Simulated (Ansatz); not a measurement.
ClH3Ti (SMILES [Cl][TiH3]) moved off its minimum; all values from Ansatz (an electronic-structure program), cores frozen in correlated methods.
(charge 0, multiplicity 1)
```xyz
5

Ti     0.75675    -0.33060     0.63118
Cl    -1.02147     0.38851    -0.72924
H      2.07372     0.17474    -0.06520
H      0.25556     0.46580     2.11111
H      0.58005    -1.98877     0.64027
```

Forces at B3LYP/def2-TZVPP (eV/Å):

```
atom      Fx      Fy      Fz
----  ------  ------  ------
Ti1   -3.713   0.780  -0.271
Cl2    1.557  -0.619   1.053
H3     1.461   0.476  -0.518
H4     0.514  -0.399  -0.413
H5     0.180  -0.238   0.150
```

Problem. Give the forces (eV/Å), the total energy and the dipole at CCSD(T)/def2-TZVPPD.

Solution. 
```tsv
atom	Fx	Fy	Fz
Ti1	-3.976	0.870	-0.344
Cl2	1.578	-0.627	1.073
H3	1.772	0.577	-0.665
H4	0.459	-0.311	-0.226
H5	0.166	-0.510	0.162
```
Energy -1310.0379 hartree, dipole 2.48 D.
